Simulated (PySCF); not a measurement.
Species: C₈H₆F₃N.
Numbering: `[CH2:1]=[N:2][c:3]1[cH:4][cH:5][c:6]([C:7]([F:8])([F:9])[F:10])[cH:11][cH:12]1` (hydrogens: H13, H14 on C1; H15 on C4; H16 on C5; H17 on C11; H18 on C12)

Method: PBE0-D3(BJ)/def2-SVP geometry optimisation, gas phase in PySCF.

**Question.** What internal coordinates does the optimisation give?

**Answer.** 
```csv
bond,length (pm)
C1=N2,126.6
N2–C3,139.6
"C3–C4, C3–C12",140.3
"C4–C5, C11–C12",138.9
"C5–C6, C6–C11",139.6
C6–C7,150.2
"C7–F8, C7–F9, C7–F10",133.8
C1–H13,109.9
C1–H14,110.7
"C4–H15, C12–H18",109.2
"C5–H16, C11–H17",109.2
```

Bonds in one row agree within 1 pm and their mean is given. A selection of angles:
```csv
angle,degrees
C1–N2–C3,120.4
N2–C3–C4,118.4
N2–C3–C12,122.4
C4–C3–C12,119.2
C3–C4–C5,120.3
C4–C5–C6,120.2
C5–C6–C7,121.0
C5–C6–C11,119.8
C7–C6–C11,119.3
C6–C7–F8,111.5
F8–C7–F9,107.6
```

Torsions: C1–N2–C3–C4 135° (anticlinal); C5–C6–C7–F8 135° (anticlinal). The mirror-image conformer, all signs reversed, is as good.

The C–N distances run from 1.266 Å (C1=N2, drawn double) to 1.396 Å (N2–C3, drawn single), a spread of 0.130 Å. The C–C distances run from 1.389 Å (C4–C5, aromatic) to 1.502 Å (C6–C7, drawn single), a spread of 0.113 Å. Of the pairs four or more bonds apart, F9···H16 is among the closest relative to their van der Waals radii: 2.40 Å, 90 % of the sum of Bondi's values. The 6-membered ring C3–C4–C5–C6–C11–C12 has internal angles of 119.2° to 120.3°; it is planar, 0.01 Å rms from its mean plane, widest ring torsion 2°. All 3 C–F bonds measure 1.336 to 1.339 Å.

Point group: C1 (no symmetry element, even within 0.4 Å). PBE0-D3(BJ)/def2-SVP frequencies: not computed here. One conformer, not necessarily the lowest.
